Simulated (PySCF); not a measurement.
## Polarisability and C₆ of S+ (sulfur, charge +1)

[Ne] 3s2 3p3, high-spin 4S determinant. Calculation: PySCF 2.14, in aug-cc-pCVTZ-DK (8s7p5d3f, 75 functions); scalar relativity by spin-free X2C-1e. Coupled (time-dependent) response in atomic units; α is the mean over directions.

| method | mean α (bohr³) | C₆ (like pair) | S(−4) |
| --- | --- | --- | --- |
| UHF | 10.90 | 53.66 | 34.03 |
| PBE | 11.00 | 54.31 | 33.79 |
| PBE0 | 10.86 | 53.46 | 32.76 |
| BLYP | 11.04 | 54.50 | 34.11 |
| HSE06 | 10.85 | 53.37 | 32.61 |

S(−4) is the Cauchy moment in α(ω) = α(0) + S(−4) ω² + …

α(iu) at PBE:

```tsv
u (hartree)	α(iu) (bohr³)
0	11.00
0.0500	10.91
0.100	10.67
0.200	9.811
0.300	8.673
0.500	6.389
0.750	4.287
1.00	2.974
1.50	1.629
2.00	1.025
3.00	0.5254
5.00	0.2316
```

A single London oscillator, α(iu) = α/(1 + u²/ω²), gives C₆ = (3/4) ω α². Matching the computed C₆ needs ω = 4 × 54.31 / (3 × 11.00²) = 0.598 hartree.

For an ion, C₆ is the dispersion term alone; charge-induced terms of lower order in 1/R come first.
